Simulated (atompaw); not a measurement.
Building the PAW (atompaw) potential for germanium (PBEsol, scalar-relativistic).

Ge, PAW, made with atompaw 4.2.0.5 (PBEsol, scalar-relativistic). Core [Ar] 3d10, reference 4s2 4p1.5 (charge +0.5). Waves: 4s (bound): rc 2.25 bohr; 4s channel at 2.2 Ry: rc 2.25 bohr; 4p (bound): rc 2.25 bohr; 4p channel at 0.7 Ry: rc 2.25 bohr. Local part: bessel scheme, radius 1.85 bohr. Core correction: smooth core density matched at 1.45 bohr. Augmentation charge: besselshape compensation charge, radius 1.80 bohr; PAW radius 2.25 bohr; waves and projectors: custom rrkj gramschmidtortho.

All-electron outer shells of the reference configuration (PBEsol, scalar-relativistic, ld1.x):

```json
{"shell": "4s", "level (eV)": "-15.62", "outermost node (bohr)": "0.77", "outermost maximum (bohr)": "1.73"}
{"shell": "4p", "level (eV)": "-7.39", "outermost node (bohr)": "0.82", "outermost maximum (bohr)": "2.14"}
```

(1) Estimate the cutoffs (Ry, on a coarse ladder) from which the occupation-weighted sum of valence levels, in a spherical-Bessel basis at the reference potential, stays within 10 and 1 mRy of its value at 400 Ry.

(2) Does the potential have ghost states?

(3) Is the overlap operator S = 1 + Σ q|β⟩⟨β| positive definite (Bessel basis up to 400 Ry)?

## Answers

(1) 8 Ry and 12 Ry.

(2) No extra level below or beside the all-electron valence levels (s, p, d, f tested).

(3) Yes: its lowest eigenvalue is 0.56 (s channel).
